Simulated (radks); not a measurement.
The numbers below are computed, except where a source is named.
Task: Tm, 69 electrons, occupied as [Xe] 4f13 6s1 5d1 (not the ground configuration). Code: a radial shooting solver on a logarithmic mesh with Libxc functionals. Model: scalar-relativistic Kohn-Sham, PBE, spin-unpolarised, spherical densities, finite nucleus; Fermi nuclear charge, rms radius 5.2256 fm. Some entries of the table are withheld. Estimate them.

orbital,occ.,eigenvalue (hartree),r(max) (bohr)
1s,2,-2178.321,0.01261
2s,2,-367.5232,0.07189
2p,6,-324.5419,0.05854
3s,2,-82.59123,0.2032
3p,6,-69.57139,0.2002
3d,10,-53.48629,0.1633
4s,2,-16.25946,(1)
4p,6,-11.98044,0.4856
4d,10,-6.29481,0.5011
5s,2,-1.94568,1.091
5p,6,(2),(3)
6s,1,-0.14227,3.343
4f,13,-0.10117,0.4958
6p,0,-0.04530,4.861
5d,1,-0.02780,(4)

Result: 
(1) 4s r(max) (bohr): 0.4643
(2) 5p eigenvalue (hartree): -0.97547
(3) 5p r(max) (bohr): 1.255
(4) 5d r(max) (bohr): 2.180
